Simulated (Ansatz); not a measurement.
Start from `CNB(N)O` and change one atom or group to get `CCB(N)O`.

Ansatz, PBE0-D4/def2-TZVP geometries, multiplicity 1. Each molecule was computed in one conformer, which needn't be the lowest.

```
                               property  `CNB(N)O`
      LUMO energy (PBE/def2-TZVPP) / eV      -0.04
     HOMO energy (PBE0/def2-TZVPP) / eV      -6.43
    LUMO energy (B3LYP/def2-TZVPP) / eV       0.41
   HOMO–LUMO gap (PBE0/def2-TZVPP) / eV       7.21
  LUMO energy (ωB97M-V/def2-TZVPP) / eV       2.10
HOMO–LUMO gap (ωB97M-V/def2-TZVPP) / eV      10.89
```

Give the same properties after the change, and the shifts. (Estimate.)

Ansatz gave: 
| property | `CCB(N)O` | shift |
| --- | --- | --- |
| LUMO energy (PBE/def2-TZVPP) / eV | -0.17 | -0.13 |
| HOMO energy (PBE0/def2-TZVPP) / eV | -7.76 | -1.33 |
| LUMO energy (B3LYP/def2-TZVPP) / eV | 0.27 | -0.14 |
| HOMO–LUMO gap (PBE0/def2-TZVPP) / eV | 8.40 | 1.19 |
| LUMO energy (ωB97M-V/def2-TZVPP) / eV | 1.95 | -0.15 |
| HOMO–LUMO gap (ωB97M-V/def2-TZVPP) / eV | 12.13 | 1.24 |

With PBE0 the HOMO falls by 1.33 eV and the LUMO falls by 0.13 eV, so the gap widens by about 1.20 eV. PBE moves the HOMO by -1.25 eV and ωB97M-V by -1.38 eV.

B3LYP here is the variant with VWN-RPA as its local correlation; programs differ in this.
